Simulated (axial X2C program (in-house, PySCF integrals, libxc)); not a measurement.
## Bond lengths and stretching modes, held linear, of OCuO⁺

Computed with an in-house all-electron X2C program for linear molecules (integrals from PySCF): two-component X2C with atomic mean-field Coulomb and Gaunt terms, Gaussian nuclei, basis O dyall-av3z, Cu dyall-v3z with contracted cores. Spin-free rows use the one-electron spin-free X2C Hamiltonian.

Masses O 15.995, Cu 62.930, O 15.995 u. States: 2c Ω = 2 (beyond evenly filled blocks: 2 × ω = -1/2, 2 × ω = 3/2); spin-free M_S = 2, Λ = 0 (beyond evenly filled blocks: 2 × π+α, 2 × π-α).

PBE0, spin-free: energies above the lowest point

```json
{"r(O–Cu) (Å)": "1.7735", "r(Cu–O) (Å)": "1.7735", "E (meV)": "28.78"}
{"r(O–Cu) (Å)": "1.7735", "r(Cu–O) (Å)": "1.8190", "E (meV)": "10.02"}
{"r(O–Cu) (Å)": "1.7735", "r(Cu–O) (Å)": "1.8645", "E (meV)": "12.00"}
{"r(O–Cu) (Å)": "1.8190", "r(Cu–O) (Å)": "1.7735", "E (meV)": "10.02"}
{"r(O–Cu) (Å)": "1.8190", "r(Cu–O) (Å)": "1.8190", "E (meV)": "0.00"}
{"r(O–Cu) (Å)": "1.8190", "r(Cu–O) (Å)": "1.8645", "E (meV)": "9.91"}
{"r(O–Cu) (Å)": "1.8190", "r(Cu–O) (Å)": "1.9100", "E (meV)": "33.86"}
{"r(O–Cu) (Å)": "1.8645", "r(Cu–O) (Å)": "1.7735", "E (meV)": "12.00"}
{"r(O–Cu) (Å)": "1.8645", "r(Cu–O) (Å)": "1.8190", "E (meV)": "9.91"}
{"r(O–Cu) (Å)": "1.8645", "r(Cu–O) (Å)": "1.8645", "E (meV)": "27.08"}
{"r(O–Cu) (Å)": "1.9100", "r(Cu–O) (Å)": "1.8190", "E (meV)": "33.86"}
{"r(O–Cu) (Å)": "1.9100", "r(Cu–O) (Å)": "1.9100", "E (meV)": "94.08"}
```

Question: Fit a quadratic surface with cubic terms in each bond: where is the minimum, and what are the two stretching wavenumbers?

Answer: At PBE0, spin-free: bonds 1.818 and 1.818 Å; harmonic stretches 391.7 and 469.6 cm⁻¹; force constants 1.52, 1.52 and coupling 0.56 mdyn/Å.

The other levels and Hamiltonians give:

```tsv
Hamiltonian	level	r(O–Cu) (Å)	r(Cu–O) (Å)	lower stretch (cm⁻¹)	upper stretch (cm⁻¹)
2c	PBE0	1.818	1.818	390.9	469.4
2c	PBE	1.810	1.810	462.5	506.4
spin-free	PBE	1.810	1.810	463.0	506.7
```

Each state is one determinant, the lowest of a limited PBE0 search; the stretches come from a fit to these few points and carry an uncertainty of a few per cent. Other orders of the atoms were not compared. Left out for rough or failed fits: HF 2c, MP2 2c, HF spin-free, MP2 spin-free. The molecule was held linear; bending was not examined, so a bent shape may lie lower. Open-shell Ω = 0 determinants with evenly filled partner blocks cannot be reached by this program, so the Ω shown need not be the lowest component. Note: several unpaired electrons, one determinant need not be a pure state.
